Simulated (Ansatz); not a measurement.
Frontier orbitals of CH9N3Zr (`[CH3][Zr]([NH2])([NH2])[NH2]`).

```tsv
atom	x (Å)	y (Å)	z (Å)
C1	-1.924	0.499	0.040
Zr2	0.252	-0.065	-0.005
N3	0.524	-1.635	1.268
N4	1.337	1.554	0.594
N5	0.728	-0.591	-1.917
H6	-2.173	1.217	-0.751
H7	-2.203	0.960	0.996
H8	-2.572	-0.375	-0.099
H9	-0.033	-2.479	1.240
H10	1.164	-1.700	2.048
H11	1.151	2.066	1.448
H12	2.087	2.018	0.102
H13	0.525	-0.012	-2.722
H14	1.137	-1.456	-2.242
```

Charge 0, multiplicity 1. Correlated methods include outer-core shells of Zr, which these sets cover unevenly. Zr takes the def2 core potential. The structure was optimised at the PBE0-D4/def2-TZVP level. It is one conformer, not always the lowest. Basis def2-TZVPP, the Gaussian-basis code of Ansatz.

Orbital energies of one run (eV). Highest occupied ones, from the top: -9.17, -9.79, -9.80, -9.80, -12.55, -12.55, -12.89, -12.95, -12.95, -15.47, -15.64, -15.64, -20.97, -25.27. Empty: 1.41, 1.92, 1.92, 2.21, 2.29, 2.29.

Question: Which functional gave them?
A. ωB97X-V
B. LDA (SPW92)
C. r2SCAN
D. r2SCAN0

Answer: A. HOMO energies: ωB97X-V -9.17, LDA (SPW92) -5.54, r2SCAN -5.65, r2SCAN0 -6.90 eV.
